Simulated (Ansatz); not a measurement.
Question: Name a neutral molecule of Br, C, N, O, Si and H with size of the dipole moment (PBE/def2-TZVPP) between 2.60 and 2.90 D and HOMO–LUMO gap (B3LYP/def2-TZVPP) between 7.15 and 7.45 eV (Ansatz, PBE0-D4/def2-TZVP geometry).

Answer: `OCN[SiH2]Br` (2.86 D, 7.41 eV). Other molecules can fit too; these were computed, each in one conformer that needn't be the lowest.

B3LYP here is the variant with VWN-RPA as its local correlation; programs differ in this.
